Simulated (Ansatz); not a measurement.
From B to In: the vertical ionisation energy

One atom is swapped for its congeners: BH3 `B`; AlH3 `[AlH3]`; GaH3 `[GaH3]`; InH3 `[InH3]`. All are singlets with charge 0.

Shapes, held fixed at every level: PBE0-D4/def2-TZVP. Programs: Ansatz 0.2.0. Values in eV.

Q: How should the vertical ionisation energy change along the series?

A: At B2PLYP/def2-TZVPP the vertical ionisation energy falls at every step, from 13.13 to 10.58 eV. 2 of 6 levels show this order throughout; 6 agree on the largest and the smallest. For atoms past krypton def2 sets carry core potentials with scalar relativity. Relativity is left out for Ga unless named. Correlated rows may include outer-core shells of Ga, In, which these sets cover unevenly.

| level | BH3 | AlH3 | GaH3 | InH3 |
| --- | --- | --- | --- | --- |
| PBE-D4/def2-TZVPP | 12.89 | 10.93 | 10.98 | 10.36 |
| r2SCAN-D4/def2-TZVPP | 12.94 | 11.01 | 11.08 | 10.44 |
| B3LYP-D4/def2-TZVPP | 13.14 | 11.22 | 11.24 | 10.61 |
| PBE0-D4/def2-TZVPP | 13.03 | 11.15 | 11.15 | 10.53 |
| wB97X-V/def2-TZVPP | 13.18 | 11.41 | 11.38 | 10.77 |
| B2PLYP/def2-TZVPP | 13.13 | 11.26 | 11.24 | 10.58 |
